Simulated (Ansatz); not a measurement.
System: CdCl, net charge 1, singlet state. SMILES: [Cl][Cd+]
Structure (B3LYP-D3(BJ)/def2-TZVP (Ansatz, a program for electronic structure) minimum search):
```xyz
2

Cd     0.0000     0.0000    -0.5928
Cl     0.0000     0.0000     1.6737
```
Charge +1, spin multiplicity 1.

Property: vertical electron affinity to the doublet, in eV. Terms: LANL2DZ with its own core potentials from Na on; UHF or UKS for open shells; each state is the SCF solution reached for its charge and spin; def2 sets with scalar-relativistic core potentials past Kr; frozen cores in correlated levels (noble-gas shells and the d and f shells of earlier blocks); STO-3G and 3-21G all-electron and non-relativistic; six Cartesian d functions in 6-31G* and its kin unless marked 5d; spin-orbit terms left out. First-principles rows: single points at B3LYP-D3(BJ) geometries (Ansatz). The spin state of an ion or metal species was assumed, not searched.

```json
[
 {"level": "HF/6-31G* with LANL2DZ past Ar", "program": "Ansatz", "vertical electron affinity to the doublet (eV)": "8.23"},
 {"level": "PBE/6-31G* with LANL2DZ past Ar", "program": "Ansatz", "vertical electron affinity to the doublet (eV)": "8.29"},
 {"level": "B3LYP/STO-3G", "program": "Ansatz", "vertical electron affinity to the doublet (eV)": "5.54"},
 {"level": "B3LYP/3-21G", "program": "Ansatz", "vertical electron affinity to the doublet (eV)": "8.37"},
 {"level": "B3LYP/6-31G* with LANL2DZ past Ar", "program": "Ansatz", "vertical electron affinity to the doublet (eV)": "8.48"},
 {"level": "MP2/6-31G* with LANL2DZ past Ar", "program": "Ansatz", "vertical electron affinity to the doublet (eV)": "8.30"},
 {"level": "PBE/def2-TZVPD", "program": "Ansatz", "vertical electron affinity to the doublet (eV)": "8.65"}
]
```

No value to compare with is used here. The 6 habitual levels span 5.54 (B3LYP/STO-3G) to 8.48 eV (B3LYP/6-31G* with LANL2DZ past Ar); PBE/def2-TZVPD gives 8.65.

The levels are drawn from those run, B3LYP/6-31G* more often than the rest, none by its result; runs whose electronic state is in doubt are left out.
